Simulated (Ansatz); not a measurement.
Reaction (formal hydrolysis of a Ti–Cl bond): `[CH3][Ti]([OH])([Cl])[Cl]` + H₂O → `[CH3][Ti]([OH])([OH])[Cl]` + HCl

Computed with Ansatz on PBE0-D4/def2-TZVP structures; ΔE is electronic, products minus reactants. CCSD(T)/CBS is the MP2 limit (def2-TZVPP, def2-QZVPP) plus CCSD(T) − MP2 in def2-TZVPP, frozen cores. This one scheme is used for every species. Functionals use def2-TZVPP. B3LYP here is the variant with VWN-RPA as its local correlation; programs differ in this. HSE06 is defined as in plane-wave codes. For Ti outer-core shells are correlated without core-valence functions, which leaves a few kJ/mol of doubt a bond. Scalar relativity is left out up to krypton. Each species was taken in one conformer, which may not be the lowest.

```json
{"level": "LDA (SPW92)", "ΔE (kcal/mol)": "5.6"}
{"level": "r2SCAN-D4", "ΔE (kcal/mol)": "7.0"}
{"level": "B3LYP-D4", "ΔE (kcal/mol)": "6.4"}
{"level": "PBE", "ΔE (kcal/mol)": "6.2"}
{"level": "HSE06", "ΔE (kcal/mol)": "7.0"}
{"level": "RPA@PBE/def2-TZVPP", "ΔE (kcal/mol)": "5.5"}
{"level": "SCS-MP2/def2-TZVPP", "ΔE (kcal/mol)": "7.1"}
{"level": "CCSD/def2-TZVPP", "ΔE (kcal/mol)": "5.6"}
```

Question: What does CCSD(T)/CBS give? (Best estimate.)

Answer: Computed: +7.4 kcal/mol. The listed levels differ from it by -1.8, -0.4, -1.0, -1.2, -0.4, -1.9, -0.3, -1.8 kcal/mol.

Largest T1 diagnostic among the species: 0.022, so the coupled-cluster value is less sure than usual.

From BLYP to BHLYP (50 % exact exchange), in def2-TZVPP and without D4, ΔE moves by +1.0 kcal/mol. At CCSD(T), def2-SVP lies −4.1 kcal/mol from the extrapolated value and def2-TZVPP −1.1 kcal/mol.
